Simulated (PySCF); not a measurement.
C₅H₅, SMILES [CH]1C=CC=C1, multiplicity 2. Atoms are numbered in the order given.

```xyz
10

C     -1.0944     0.4834     0.0000
C     -0.7530    -0.9525     0.0000
C      0.6071    -1.0572     0.0000
C      1.1535     0.3014     0.0000
C      0.0865     1.2244     0.0000
H     -2.1094     0.8842     0.0000
H     -1.4764    -1.7676     0.0000
H      1.1979    -1.9725     0.0000
H      2.2164     0.5500     0.0000
H      0.1729     2.3096     0.0000
```
Charge 0, spin multiplicity 2.

The structure is a stationary point at B3LYP-D3(BJ)/def2-SVP. The isomer is the one that the SMILES or the coordinates give; other isomers of the formula were not compared.

All values below come from C-PCM-M06-2X/def2-SVP (PySCF 2.14.0).

The values are the electrostatic part of the solvation free energy, E(continuum) − E(gas) at the gas-phase geometry, in a cavity of scaled van der Waals radii (PySCF's table); cavitation and dispersion terms are not included. The dipole moment in vacuum is 0.07 D.

Problem. Estimate the values in water (ε = 78.36), benzene (ε = 2.27), ethanol (ε = 24.85). (The exact figures need the calculation; the answer reports its results.)

Solution. 
```json
[
 {"solvent": "water", "ε": "78.36", "ΔG(elec) (kcal/mol)": "-2.6", "dipole (D)": "0.10"},
 {"solvent": "benzene", "ε": "2.27", "ΔG(elec) (kcal/mol)": "-1.4", "dipole (D)": "0.09"},
 {"solvent": "ethanol", "ε": "24.85", "ΔG(elec) (kcal/mol)": "-2.5", "dipole (D)": "0.10"}
]
```
